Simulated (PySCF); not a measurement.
## Excited states of Ag⁺ (silver, charge +1)

Ground state [Kr] 4d10, ¹S. Calculation: PySCF 2.14, in aug-cc-pVTZ-PP with ECP28MDF (6s6p5d3f2g, 88 functions); a scalar-relativistic core potential. Vertical excitation energies in eV without spin-orbit coupling; excited terms of each kind are numbered among those the solver found. Frozen: 4s2 4p6.

| term | leading excitation | EOM-EE-CCSD |
| --- | --- | --- |
| 1 3D | 4d → s | 5.257 |
| 1 1D | 4d → s | 5.771 |
| 1 3P° | 4d → p | 10.349 |
| 1 3F° | 4d → p | 10.625 |
| 1 1F° | 4d → p | 10.807 |
| 1 1D° | 4d → p | 11.060 |
| 1 3D° | 4d → p | 11.097 |
| 1 1P° | 4d → p | 11.236 |
| 2 3D | 4d → s | 15.369 |
| 2 1D | 4d → s | 15.459 |

The spin-orbit splitting of the hole, absent here, rivals or exceeds the spacing of these terms, so the LS terms are model states.

The solver can miss terms. Rydberg members are limited by the diffuse functions of the basis.
